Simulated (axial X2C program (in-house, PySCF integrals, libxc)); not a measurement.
**Nuclear properties of GeCl**

Calculated with an in-house all-electron X2C program for linear molecules (integrals from PySCF): two-component X2C with atomic mean-field Coulomb and Gaunt terms, Gaussian nuclei, basis Ge dyall-cv3z, Cl dyall-av3z with contracted cores.

R = 2.183 Å (near the PBE0 minimum at charge 0 of the determinant lowest at the starting distance; the state shown can have its own minimum elsewhere).

Determinant lowest in the PBE0 search, Ω = 1/2 (⟨Sz⟩ = -0.50, ⟨Lz⟩ = 1.00 at PBE0), spin on the atoms Ge -0.50, Cl 0.00:

| level | Eeff magnitude (GV/cm) | Ws magnitude Ge (kHz) | A∥/gI Ge (MHz) | qzz Ge (a.u.) | A∥/gI Cl (MHz) | qzz Cl (a.u.) | μ (D) |
| --- | --- | --- | --- | --- | --- | --- | --- |
| PBE0 | 0.084 | 0.0761 | 1550 | -0.60 | 175 | 1.44 | -1.80 |
| HF | 0.311 | 0.273 | 1390 | -0.73 | 117 | 1.51 | -2.07 |
| r2SCAN | 0.27 | 0.243 | 1650 | -0.55 | 173 | 1.37 | -1.60 |
| B3LYP | 0.00475 | 0.0119 | 1500 | -0.55 | 175 | 1.39 | -1.83 |
| LDA | 0.0452 | 0.036 | 1550 | -0.53 | 214 | 1.36 | -1.60 |

Determinant 0.13 eV from it at PBE0 and this distance, Ω = 3/2 (⟨Sz⟩ = 0.50, ⟨Lz⟩ = 1.00 at PBE0), spin on the atoms Ge 0.50, Cl 0.00:

```
 level  Eeff magnitude (GV/cm)  Ws magnitude Ge (kHz)  A∥/gI Ge (MHz)  qzz Ge (a.u.)  A∥/gI Cl (MHz)  qzz Cl (a.u.)  μ (D)
  PBE0                   0.254                  0.071             214          -0.73            44.2           1.44  -1.77
    HF                   0.667                  0.189             245          -0.86            39.9           1.52  -2.04
r2SCAN                   0.415                   0.12             169          -0.67            57.1           1.36  -1.56
 B3LYP                    0.17                 0.0483             250          -0.68            44.1           1.39  -1.79
   LDA                   0.104                 0.0274             237          -0.66            47.3           1.35  -1.56
```

Eeff is the effective electric field on the electron electric dipole moment in this Ω state and Ws the scalar–pseudoscalar constant of the nucleus named (defined with the proton number Z and per Ω); A∥ (defined per Ω) follows by multiplying with gI = μI/(I μN); qzz is the electric field gradient, eQq0 = 234.96 MHz × Q/barn × qzz; μ is positive if the Cl end (last atom) is positive. The operators were transformed with the bare-nucleus X2C matrices; with these basis sets, hyperfine constants and field gradients can be off by tens of per cent, and where levels differ in sign neither size nor sign is settled.

(1) With gI(73Ge) = -0.1954, Q(73Ge) = -0.196 barn, gI(35Cl) = 0.5479, Q(35Cl) = -0.08112 barn (g factors from the IAEA table of nuclear moments by Stone; Q from Pyykkö, Mol. Phys. 2018), turn the PBE0 values of the first state into constants in MHz.

Each state is one determinant with collinear spin. Unrestricted Hartree–Fock can overshoot spin polarisation at the nuclei. In the state Ω = 1/2 the sign of Eeff differs between levels (LDA against PBE0). Where Eeff spreads by more than a factor of two the levels disagree and none is to be relied on. The search compared states at one distance, so a state with another bond length can lie lower. The sign of Ws at Ge differs between levels in the first state. PBE0 term energies can be off by some tenths of an eV.

## Answers

(1) A∥(73Ge) = 1550 × -0.1954 = -303 MHz; eQq0(73Ge) = 234.96 × (-0.196) × (-0.60) = 27.6 MHz; A∥(35Cl) = 175 × 0.5479 = 95.9 MHz; eQq0(35Cl) = 234.96 × (-0.08112) × (1.44) = -27.4 MHz.
